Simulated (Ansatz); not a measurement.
CH4Cl2OZr, SMILES `[CH3][Zr]([OH])([Cl])[Cl]` at its PBE0-D4/def2-TZVP geometry, where that method's forces vanish. The species carries charge 0 and has multiplicity 1. Zr takes the def2 core potential.

```json
{"atom": "C1", "x (Å)": "1.0801", "y (Å)": "0.8907", "z (Å)": "0.1794"}
{"atom": "Zr2", "x (Å)": "-0.6295", "y (Å)": "-0.4789", "z (Å)": "0.2979"}
{"atom": "O3", "x (Å)": "-0.9907", "y (Å)": "-0.9502", "z (Å)": "-1.4967"}
{"atom": "Cl4", "x (Å)": "0.0839", "y (Å)": "-2.3118", "z (Å)": "1.5850"}
{"atom": "Cl5", "x (Å)": "-2.3828", "y (Å)": "0.7405", "z (Å)": "1.2798"}
{"atom": "H6", "x (Å)": "0.8343", "y (Å)": "1.7737", "z (Å)": "-0.4208"}
{"atom": "H7", "x (Å)": "1.9458", "y (Å)": "0.3982", "z (Å)": "-0.2769"}
{"atom": "H8", "x (Å)": "1.3656", "y (Å)": "1.2263", "z (Å)": "1.1830"}
{"atom": "H9", "x (Å)": "-1.3066", "y (Å)": "-1.2885", "z (Å)": "-2.3307"}
```

For each bond, give half the difference of the two atoms' forces along it (eV/Å; positive pushes the atoms apart) under PBE-D4, r2SCAN-D4, B3LYP-D4, ωB97M-V in def2-TZVPP. (Estimate.)

Ansatz gave: 
| bond | length (Å) | PBE-D4 | r2SCAN-D4 | B3LYP-D4 | ωB97M-V |
| --- | --- | --- | --- | --- | --- |
| C1–Zr2 | 2.194 | -0.02 | 0.01 | 0.12 | 0.00 |
| C1–H6 | 1.096 | 0.11 | -0.02 | -0.07 | -0.05 |
| C1–H7 | 1.096 | 0.11 | -0.02 | -0.07 | -0.05 |
| C1–H8 | 1.096 | 0.12 | -0.01 | -0.07 | -0.05 |
| Zr2–O3 | 1.890 | 0.05 | 0.13 | 0.18 | 0.05 |
| Zr2–Cl4 | 2.351 | 0.03 | 0.05 | 0.12 | 0.08 |
| Zr2–Cl5 | 2.351 | 0.03 | 0.05 | 0.12 | 0.08 |
| O3–H9 | 0.954 | 0.29 | -0.05 | -0.12 | -0.08 |

B3LYP here is the variant with VWN-RPA as its local correlation; programs differ in this.
